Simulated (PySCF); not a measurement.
Bonds (- single, = double, # triple, : aromatic): C1-C2, C2=O3, C2-C4, C4-C5, C5-C6, C6-Si7, C6-C8, C8-Cl9, C8-Cl10, C6-C4. C1 carries H11, H12, H13; C4 carries H14; C5 carries H15, H16; Si7 carries H17, H18, H19; C8 carries H20. Stereochemistry as in CC(=O)[C@@H]1C[C@]1([SiH3])C(Cl)Cl. H15 is cis to C2 on the ring; H16 is trans to C2 on the ring.

Calculated, not measured (PySCF): shielding tensors at PBE0/pcSseg-1 (GIAO), coordinates at the GFN2-xTB level. One computed conformer, averaged over atoms made equivalent by symmetry, fast rotation or ring inversion, non-relativistic, in vacuum.

References, each an isolated molecule treated in the same way: ¹³C (σref 186.93) vs TMS.

**Question.** Do the ¹³C shifts follow the atomic charges (in e)? Tabulate both.

**Answer.** 
```
atoms  hybridisation  δ (ppm)  σ para (ppm)  Hirshfeld    IAO  Mulliken  ESP-fitted
   C2            sp2    211.9          -273      +0.17  +0.39     +0.23       +0.76
   C8            sp3     89.7          -146      +0.03  -0.09     -0.16       -0.66
   C4            sp3     36.5          -103      -0.05  -0.19     -0.24       -0.32
   C1            sp3     36.3          -101      -0.12  -0.47     -0.24       -0.62
   C6            sp3     32.9          -101      -0.09  -0.25     -0.53       +0.10
   C5            sp3     24.4           -91      -0.08  -0.26     -0.03       -0.33
```

Correlation coefficients of δ with charge over these carbons: Hirshfeld +0.96, IAO +0.94, Mulliken +0.75, ESP-fitted +0.72; with the paramagnetic shielding -1.00. Among the 5 sp3 carbons alone: Hirshfeld +0.87, IAO +0.60, Mulliken +0.15, ESP-fitted -0.56. With so few points, grouped by hybridisation, these coefficients are fragile. Charge is one influence among several: hybridisation and low-lying excitations act through the paramagnetic term.

Carbons that carry Cl, above all several Cl atoms, come out too deshielded, partly because spin–orbit coupling is missing. Shifts are as computed. Against solution values, carbons near 30 ppm lie about +3 ppm off and those near 130 ppm about +5 ppm; carbons on Cl a further +6 ppm. Of 1211 compounds with measured shifts, 218 miss one by over three times the rms of a fit or turn the order of signals round; such compounds aren't used in these exercises.
